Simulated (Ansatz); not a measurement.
Consider the formal exchange of groups at the Al–H bond: `[OH][AlH2]` + `CCC(CC)C(C)C` → `C[CH](C)[AlH][OH]` + `CCCCC`.

Gas-phase electronic energies from Ansatz, PBE0-D4/def2-TZVP geometries. CCSD(T)/CBS adds triple-zeta CCSD(T) − MP2 to the extrapolated MP2 energy (def2 sets, frozen cores). This one scheme is used for every species. Functionals use def2-TZVPP. Each species was taken in one conformer, which may not be the lowest.

```tsv
species	B2PLYP energy (Eh)
`[OH][AlH2]`	-319.37219
`CCC(CC)C(C)C`	-315.50084
`C[CH](C)[AlH][OH]`	-437.24619
`CCCCC`	-197.63858
```

(1) Work out ΔE.

Largest T1 diagnostic among the species: 0.012.

## Answers

(1) ΔE = (-437.24619) + (-197.63858) − (-319.37219) − (-315.50084) = -0.01174 Eh = -30.8 kJ/mol. CCSD(T)/CBS gives -16.3 kJ/mol.

In def2-TZVPP, CCSD(T) changes the Hartree–Fock value by +22.7 kJ/mol (the triples alone add +3.5 kJ/mol) and MP2 by +25.3 kJ/mol. The D4 term adds +16.8 kJ/mol with B3LYP and +10.1 kJ/mol with PBE0; it sums over pairs of atoms, weighted by their polarisabilities, and B3LYP, whose exchange is more repulsive, gets the larger term.

B3LYP here is the variant with VWN-RPA as its local correlation; programs differ in this.
